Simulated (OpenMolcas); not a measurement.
Au2+ among 4 point charges of -1 e arranged as a tetrahedron (Td).

```
Program             : OpenMolcas 26.06
Method              : CASSCF
Basis               : ANO-RCC-VDZP [7s6p4d2f]
Scalar Hamiltonian  : DKH2, point nucleus
Active space        : 9 electrons in 5 orbitals (5d)
State averaging     : 2S+1 = 2 even, 5 roots
Spin-orbit coupling : RASSI with atomic mean-field integrals over the reference wave functions
```

All point charges move together. At R = 1.97 Å |10Dq| is 2258 cm-1, and at R = 2.16 Å it is 1563 cm-1.

Problem. A third run gives 2701 cm-1. What distance was it run at?

Solution. With a power law R^-n the two known points give n = -ln(1563 / 2258) / ln(2.16 / 1.97) = 4.00. Then R = 1.97 × (2258 / 2701)^(1/4.00) = 1.884 Å. The run was at 1.88 Å, so the estimate is off by +0.004 Å.

An orbital triplet at a regular site is open to Jahn-Teller coupling, which can distort the site and quench the lowest spin-orbit gaps and is left out. The ground term spreads over less than 5000 cm-1, several times less than with real ligands, so orbital moments are less quenched and χT lies further from the spin-only value than at real sites. This is an electrostatic model: the charges have no orbitals. No measured value stands beside these numbers.
